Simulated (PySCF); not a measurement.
A side-by-side comparison of computed properties.

First species: C6H7NO.
Atom-mapped SMILES: `[CH3:1][O:2][c:3]1[cH:4][cH:5][cH:6][cH:7][n:8]1` (hydrogens: H9, H10, H11 on C1; H12 on C4; H13 on C5; H14 on C6; H15 on C7)

Second species: 4-methoxypyridine, C6H7NO.
InChI=1S/C6H7NO/c1-8-6-2-4-7-5-3-6/h2-5H,1H3

Levels: wB97X-D/def2-SVPD for dipole moment, HOMO energy, LUMO energy, HOMO–LUMO gap, static isotropic polarisability and electronic spatial extent ⟨r²⟩ about the centre of nuclear charge; TDDFT wB97X-D/def2-SVPD for lowest singlet excitation; TDA wB97X-D/def2-SVPD for lowest triplet excitation (Tamm–Dancoff); GFN2-xTB for rotational constant A and rotational constant C. Geometries: GFN2-xTB. Each species is one conformer at its optimised geometry, gas phase, non-relativistic unless stated. Electronic properties by PySCF.

The conformers computed, where there is a choice (atom-mapped SMILES and torsion angles):
- `[CH3:1][O:2][c:3]1[cH:4][cH:5][cH:6][cH:7][n:8]1`: C1–O2–C3–C4 180°
- `[CH3:1][O:2][c:3]1[cH:4][cH:5][n:6][cH:7][cH:8]1`: C1–O2–C3–C4 180°

Which of the two has the higher T1 energy, and by how much?

The second: 4.40 eV against 4.10 eV, a difference of 0.30 eV.

Which of the two has the higher ⟨r²⟩, and by how much?

The second: 947 bohr² against 920 bohr², a difference of 27 bohr².

Which of the two has the higher rotational constant A, and by how much?

The second: 5.375 GHz against 5.235 GHz, a difference of 0.140 GHz.

Which of the two has the higher static isotropic polarisability, and by how much?

The first: 79.6 au against 79.1 au, a difference of 0.5 au.

Which has the higher rotational constant C?

The first: 1.280 GHz against 1.227 GHz, a difference of 0.053 GHz.

Which has the higher HOMO energy?

The first: -8.56 eV against -9.06 eV, a difference of 0.50 eV.

Which has the higher dipole moment?

The second: 3.22 D against 0.79 D, a difference of 2.43 D.

Which of the two has the higher LUMO energy, and by how much?

The second: 1.28 eV against 1.05 eV, a difference of 0.23 eV.

On the first: The principal polarisabilities are 50.9, 83.3 and 104.5 au; their mean is the isotropic value. The dipole matches unit charges of opposite sign 0.16 Å apart (1 e·Å = 4.8032 D).

On the second: In atomic units the dipole is 1.27 e·bohr (1 au = 2.5417 D). The 8 singlets span 5.32 to 7.75 eV, and their oscillator strengths add up to 1.13.
